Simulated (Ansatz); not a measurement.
Ansatz (a quantum-chemistry and plane-wave program) job for C3H5, SMILES C=[C]C, multiplicity 2, PBE-D3(BJ)/def2-TZVP. 

Ansatz 0.2 input:
```yaml
crystal:
  periodic: [false, false, false]
  atoms:
    - {symbol: C, position_ang: [-0.09712031, -1.33935672, 0.00000000]}
    - {symbol: C, position_ang: [0.37843911, -0.12451651, 0.00000000]}
    - {symbol: C, position_ang: [-0.07571248, 1.26722204, -0.00000000]}
    - {symbol: H, position_ang: [0.54143227, -2.21665643, -0.00000001]}
    - {symbol: H, position_ang: [-1.17410372, -1.52910173, -0.00000000]}
    - {symbol: H, position_ang: [-1.17403123, 1.32044307, 0.00000001]}
    - {symbol: H, position_ang: [0.28653238, 1.80261114, -0.88097189]}
    - {symbol: H, position_ang: [0.28653239, 1.80261113, 0.88097189]}
basis:
  gaussian:
    orbitals: def2-TZVP
hamiltonian:
  xc: pbe
  dispersion: d3bj
magnetization: {spin_polarized: true, initial_magnetization: 1}
relax: {f_tol: 0.002, max_steps: 200}
```

Log of the run:

```
WARN ansatz: RAYON_NUM_THREADS=1 ignored (pool sized by the plan → 1); use --threads N
Functional definition: PBE
integrals: 0.03 GiB planned
760 factors; their error is unknown
mean field: 0.38 GiB planned
mean field evaluation 1: about -3175.9038 eV, gradient 4.7e1 eV
mean field evaluation 2: about -3165.6183 eV, gradient 6.1e1 eV
mean field evaluation 4: about -3186.4518 eV, gradient 4.8e0 eV
mean field evaluation 8: about -3186.5366 eV, gradient 3.2e-1 eV
mean field evaluation 16: about -3186.5369 eV, gradient 1.4e-4 eV
mean field -3186.53692803 eV, -117.1030721928 hartree, gradient 2.0e-5 eV, S^2 0.757113; 0 other end points of the search recorded, 0 dependent functions left out
the calculation of the forces begins
reference -3186.53696621 eV, -117.1030735959 hartree; 12, 11 occupied and 111, 112 virtual orbitals, 760 factors
relax step   1: F+E_penalty+E_count = -3186.64595643 eV  Δ(F+E_penalty+E_count) = +0.000e0 eV  max|allowed force component| = 4.674e-1 eV/Å  Δτ_max = 0.0000 Å  (33 SCF iters, accepted)
these checks for a lower state are left out or cut short: starts, cluster_reference, orbital_swaps, neighbouring_geometries, increment
integrals: 0.03 GiB planned
760 factors; their error is unknown
mean field: 0.38 GiB planned
mean field -3186.54485082 eV, -117.1033633498 hartree, gradient 9.6e-6 eV, S^2 0.757295; 0 other end points of the search recorded, 0 dependent functions left out
the calculation of the forces begins
reference -3186.54488912 eV, -117.1033647573 hartree; 12, 11 occupied and 111, 112 virtual orbitals, 760 factors
relax step   2: F+E_penalty+E_count = -3186.65362657 eV  Δ(F+E_penalty+E_count) = -7.670e-3 eV  max|allowed force component| = 1.348e-1 eV/Å  Δτ_max = 0.0106 Å  (36 SCF iters, accepted)
these checks for a lower state are left out or cut short: starts, cluster_reference, orbital_swaps, neighbouring_geometries, increment
integrals: 0.03 GiB planned
760 factors; their error is unknown
mean field: 0.38 GiB planned
mean field evaluation 32: about -3186.5457 eV, gradient 4.1e-3 eV
mean field -3186.54573089 eV, -117.1033956919 hartree, gradient 9.7e-6 eV, S^2 0.757344; 0 other end points of the search recorded, 0 dependent functions left out
the calculation of the forces begins
reference -3186.54576925 eV, -117.1033971017 hartree; 12, 11 occupied and 111, 112 virtual orbitals, 760 factors
relax step   3: F+E_penalty+E_count = -3186.65440396 eV  Δ(F+E_penalty+E_count) = -7.774e-4 eV  max|allowed force component| = 2.963e-2 eV/Å  Δτ_max = 0.0052 Å  (36 SCF iters, accepted)
these checks for a lower state are left out or cut short: starts, cluster_reference, orbital_swaps, neighbouring_geometries, increment
integrals: 0.03 GiB planned
760 factors; their error is unknown
mean field: 0.38 GiB planned
mean field -3186.54582656 eV, -117.1033992076 hartree, gradient 1.0e-5 eV, S^2 0.757332; 0 other end points of the search recorded, 0 dependent functions left out
the calculation of the forces begins
reference -3186.54586494 eV, -117.1034006181 hartree; 12, 11 occupied and 111, 112 virtual orbitals, 760 factors
relax step   4: F+E_penalty+E_count = -3186.65445876 eV  Δ(F+E_penalty+E_count) = -5.479e-5 eV  max|allowed force component| = 8.947e-3 eV/Å  Δτ_max = 0.0046 Å  (35 SCF iters, accepted)
these checks for a lower state are left out or cut short: starts, cluster_reference, orbital_swaps, neighbouring_geometries, increment
integrals: 0.03 GiB planned
760 factors; their error is unknown
mean field: 0.38 GiB planned
mean field -3186.54585428 eV, -117.1034002263 hartree, gradient 9.8e-6 eV, S^2 0.757332; 0 other end points of the search recorded, 0 dependent functions left out
the calculation of the forces begins
reference -3186.54589266 eV, -117.1034016370 hartree; 12, 11 occupied and 111, 112 virtual orbitals, 760 factors
relax step   5: F+E_penalty+E_count = -3186.65446674 eV  Δ(F+E_penalty+E_count) = -7.988e-6 eV  max|allowed force component| = 2.279e-3 eV/Å  Δτ_max = 0.0022 Å  (35 SCF iters, accepted)
these checks for a lower state are left out or cut short: starts, cluster_reference, orbital_swaps, neighbouring_geometries, increment
integrals: 0.03 GiB planned
760 factors; their error is unknown
mean field: 0.38 GiB planned
mean field -3186.54585354 eV, -117.1034001992 hartree, gradient 9.8e-6 eV, S^2 0.757333; 0 other end points of the search recorded, 0 dependent functions left out
the calculation of the forces begins
reference -3186.54589193 eV, -117.1034016100 hartree; 12, 11 occupied and 111, 112 virtual orbitals, 760 factors
relax step   6: F+E_penalty+E_count = -3186.65446734 eV  Δ(F+E_penalty+E_count) = -5.947e-7 eV  max|allowed force component| = 5.767e-4 eV/Å  Δτ_max = 0.0003 Å  (35 SCF iters, accepted)
integrals: 0.03 GiB planned
760 factors; their error is unknown
mean field: 0.38 GiB planned
mean field evaluation 64: about -3186.5459 eV, gradient 4.1e-3 eV
mean field -3186.54585354 eV, -117.1034001992 hartree, gradient 9.8e-6 eV, S^2 0.757333; 1 other end points of the search recorded, 0 dependent functions left out
the calculation of the forces begins
reference -3186.54589193 eV, -117.1034016100 hartree; 12, 11 occupied and 111, 112 virtual orbitals, 760 factors
Total energy: -3186.65450573 eV, -117.1073930935 hartree
Atom 0 at    -0.097745    -1.346889    -0.000000 Å, force    -0.000577     0.000086     0.000000 eV/Å
Atom 1 at     0.371492    -0.121636    -0.000000 Å, force     0.000369    -0.000415    -0.000000 eV/Å
Atom 2 at    -0.075080     1.270343     0.000000 Å, force    -0.000285     0.000422     0.000000 eV/Å
Atom 3 at     0.551773    -2.227017    -0.000000 Å, force     0.000113     0.000106    -0.000000 eV/Å
Atom 4 at    -1.182209    -1.548452     0.000000 Å, force     0.000200    -0.000133    -0.000000 eV/Å
Atom 5 at    -1.181969     1.336460     0.000000 Å, force     0.000292     0.000005    -0.000000 eV/Å
Atom 6 at     0.292853     1.810224    -0.886587 Å, force    -0.000056    -0.000035     0.000139 eV/Å
Atom 7 at     0.292853     1.810224     0.886587 Å, force    -0.000056    -0.000035    -0.000139 eV/Å
Dipole moment:    -0.130588     0.148785    -0.000000 e Å
```

Self-consistency was reached.

Cost: about 23 core-seconds (a rough figure).
